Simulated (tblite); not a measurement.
C₃H₇ClO₃Si.
Geometry (GFN2-xTB, Å), atoms numbered from 1 in this order:
```
atom  x, y, z in Å
C1     2.0504    1.0527   -0.1817
O2     1.0990    0.1277   -0.6756
C3     0.3232   -0.4637    0.3091
C4    -0.5868   -1.5006   -0.3894
O5    -1.8936   -1.0072   -0.4014
Si6   -2.0050    0.4582    0.3104
Cl7   -3.3503    0.5102    1.7622
O8    -0.4950    0.4648    0.9499
H9     1.5604    1.8631    0.3636
H10    2.5675    1.4464   -1.0533
H11    2.7635    0.5513    0.4819
H12    0.9629   -0.9175    1.0848
H13   -0.2355   -1.6293   -1.4152
H14   -0.5763   -2.4593    0.1338
H15   -2.1889    1.5111   -0.6679
```

Method: GFN2-xTB as coded in tblite; computed harmonic values from a numerical Hessian at the method's own geometry, unscaled. This tight-binding method is rough: wavenumbers can miss measured ones by several per cent, in bad cases by 10 to 20. Modes of hydrogen on silicon can be 10 to 20 % off. One conformer, not necessarily the lowest.

Harmonic wavenumbers (cm⁻¹): 48.4, 90.0, 102.4, 136.2, 183.0, 222.1, 271.9, 405.5, 460.5, 539.4, 584.2, 620.2, 721.9, 734.8, 817.7, 836.4, 885.4, 980.8, 1041.3, 1055.6, 1102.4, 1126.7, 1130.3, 1161.9, 1199.1, 1265.2, 1290.4, 1326.7, 1391.5, 1456.8, 1457.2, 1479.7, 2383.2, 2840.5, 2923.6, 2961.7, 2962.2, 2977.5, 3034.6.

A = 3345, B = 881.1, C = 761.8 MHz; mass 153.985 u (most abundant isotopes); point group C1, symmetry number 1.

Zero-point energy?

½Σν̃ = 23104 cm⁻¹ = 276.39 kJ/mol.

What is S at 400 K and 1 bar for an ideal gas of classical rigid rotors and harmonic oscillators?

Translation 177.78, rotation 126.46, vibration 143.11: S = 447.4 J/(mol K).

And Cp and H(400 K) − H(0)?

Cp = 174.09 J/(mol K), of which vibrations give 140.83 (their classical limit is 39 R = 324.3); H(400 K) − H(0) = 42.51 kJ/mol without the zero-point energy, 29.21 from vibrations.

Which modes carry the vibrational entropy at 400 K?

48.4 cm⁻¹: 22.86; 90.0 cm⁻¹: 17.73; 102.4 cm⁻¹: 16.67; 136.2 cm⁻¹: 14.33; 183.0 cm⁻¹: 11.94; 222.1 cm⁻¹: 10.40 J/(mol K); the other 33 give 49.18 together.

What must be added to the electronic energy to get the Gibbs energy at 400 K and 1 bar?

ZPE + [H(400 K) − H(0)] − T·S = 276.39 + 42.51 − 178.94 = 139.96 kJ/mol.

How do the functions run with temperature in this model?

```json
{"T (K)": "50", "S (J/(mol K))": "246.7", "Cp (J/(mol K))": "54.1", "H − H(0) (kJ/mol)": "2.06", "G − H(0) (kJ/mol)": "-10.28", "ln q(vib)": "0.44"}
{"T (K)": "100", "S (J/(mol K))": "291.0", "Cp (J/(mol K))": "74.6", "H − H(0) (kJ/mol)": "5.32", "G − H(0) (kJ/mol)": "-23.79", "ln q(vib)": "1.56"}
{"T (K)": "298.15", "S (J/(mol K))": "401.3", "Cp (J/(mol K))": "140.4", "H − H(0) (kJ/mol)": "26.46", "G − H(0) (kJ/mol)": "-93.18", "ln q(vib)": "6.17"}
{"T (K)": "373.15", "S (J/(mol K))": "435.6", "Cp (J/(mol K))": "165.6", "H − H(0) (kJ/mol)": "37.95", "G − H(0) (kJ/mol)": "-124.57", "ln q(vib)": "7.84"}
{"T (K)": "500", "S (J/(mol K))": "489.3", "Cp (J/(mol K))": "202.0", "H − H(0) (kJ/mol)": "61.37", "G − H(0) (kJ/mol)": "-183.29", "ln q(vib)": "10.60"}
{"T (K)": "750", "S (J/(mol K))": "581.3", "Cp (J/(mol K))": "250.8", "H − H(0) (kJ/mol)": "118.49", "G − H(0) (kJ/mol)": "-317.47", "ln q(vib)": "15.80"}
{"T (K)": "1000", "S (J/(mol K))": "657.9", "Cp (J/(mol K))": "281.2", "H − H(0) (kJ/mol)": "185.28", "G − H(0) (kJ/mol)": "-472.65", "ln q(vib)": "20.59"}
```

q(vib) and H(0) count from the zero-point level.

Blend soft modes into free rotors: weight 1/[1 + (100 cm⁻¹/ν̃)⁴] for the oscillator and the rest for a rotor with moment μB/(μ + B), μ = h/(8π²ν), B = 10⁻⁴⁴ kg m². What vibrational entropy results?

131.92 J/(mol K) in place of 143.11, which changes −T·S at 400 K by +4.48 kJ/mol.

Hindered rotation and anharmonicity are outside this model. Other conformers, if any are populated, would add a mixing term that is left out. The structure is chiral; the term R ln 2 for an equal mix with its mirror image is left out.
